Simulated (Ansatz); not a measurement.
H3As, triplet, at the geometry of the source list (a higher spin typed on purpose: for a closed-shell molecule this is an excited state); Ansatz (a quantum-chemistry and plane-wave program) with REVPBE/def2-SVP.

The Ansatz input:
Ansatz 0.2 input:
```yaml
crystal:
  periodic: [false, false, false]
  atoms:
    - {symbol: As, position_ang: [0.00400000, -0.00260000, 0.65880000]}
    - {symbol: H, position_ang: [-0.72090000, -0.97200000, -0.22550000]}
    - {symbol: H, position_ang: [-0.48990000, 1.11570000, -0.20830000]}
    - {symbol: H, position_ang: [1.20680000, -0.14110000, -0.22500000]}
basis:
  gaussian:
    orbitals: def2-SVP
hamiltonian:
  xc: revpbe
magnetization: {spin_polarized: true, initial_magnetization: 2}
accuracy: high
```

### Question
Predict the main parts of the log of this Ansatz run.

### Answer

```
Functional definition: revPBE
916 factors; integrals over basis functions are off by at most 4.3e-9 eV
mean field evaluation 1: about -60870.3922 eV, gradient 1.3e1 eV
mean field evaluation 2: about -60869.2239 eV, gradient 1.7e1 eV
mean field evaluation 4: about -60871.2705 eV, gradient 1.9e0 eV
mean field evaluation 8: about -60871.3052 eV, gradient 1.8e-1 eV
mean field evaluation 16: about -60871.3057 eV, gradient 2.8e-2 eV
mean field evaluation 32: about -60871.3060 eV, gradient 7.5e-8 eV
mean field evaluation 64: about -60871.2995 eV, gradient 5.8e-1 eV
mean field -60871.30602021 eV, -2236.9792361896 hartree, gradient 7.8e-8 eV, S^2 2.004095; 4 other end points of the search recorded, 0 dependent functions left out
reference -60871.30602354 eV, -2236.9792363120 hartree; 19, 17 occupied and 28, 30 virtual orbitals, 916 factors
Total energy: -60871.30602354 eV, -2236.9792363120 hartree
```
